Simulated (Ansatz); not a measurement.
Gas-phase electronic energies from Ansatz, PBE0-D4/def2-TZVP geometries. CCSD(T)/CBS adds triple-zeta CCSD(T) − MP2 to the extrapolated MP2 energy (def2 sets, frozen cores). DFT in def2-TZVPP. For Ga, Ge outer-core shells are correlated without core-valence functions, which leaves a few kJ/mol of doubt a bond. Scalar relativity is left out up to krypton. One conformer a species, not always the lowest.

Consider the ligand exchange at the Si–O bond: `[OH][Ga]([SH])[O][SiH3]` + `[OH][GeH2][SiH3]` → `[SiH3][O][GeH2][SiH3]` + `[OH][Ga]([OH])[SH]`.

| species | PBE-D4 energy (Eh) |
| --- | --- |
| `[OH][Ga]([SH])[O][SiH3]` | -2765.45348 |
| `[OH][GeH2][SiH3]` | -2444.83123 |
| `[SiH3][O][GeH2][SiH3]` | -2735.41472 |
| `[OH][Ga]([OH])[SH]` | -2474.87086 |

Problem. Work out ΔE.

Solution. ΔE = (-2735.41472) + (-2474.87086) − (-2765.45348) − (-2444.83123) = -0.00087 Eh = -0.02 eV. CCSD(T)/CBS gives -0.04 eV.

Largest T1 diagnostic among the species: 0.014.
